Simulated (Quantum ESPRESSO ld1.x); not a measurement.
Q: Neutral hydrogen, 1 electrons, occupied as 1s0.75 2p0.25 (fractional occupations, a model configuration). Method: Dirac Kohn-Sham, Engel-Vosko exchange with Perdew-Wang LDA correlation, spin-unpolarised, spherical densities, point nucleus; open shells fill j = l - 1/2 first; computed with ld1.x of Quantum ESPRESSO 7.5. Some entries of the table are withheld. Estimate them.

orbital  occ.  eigenvalue (eV)  <1/r> (bohr^-1)  <r^2> (bohr^2)
1s1/2    0.75              (1)            1.040           3.034
2p1/2    0.25              (2)              (3)             (4)
2p3/2       0              (5)              (6)             (7)

A: 
(1) 1s1/2 eigenvalue (eV): -9.5551
(2) 2p1/2 eigenvalue (eV): -0.8689
(3) 2p1/2 <1/r> (bohr^-1): 0.1678
(4) 2p1/2 <r^2> (bohr^2): 76.02
(5) 2p3/2 eigenvalue (eV): -0.8689
(6) 2p3/2 <1/r> (bohr^-1): 0.1678
(7) 2p3/2 <r^2> (bohr^2): 76.02
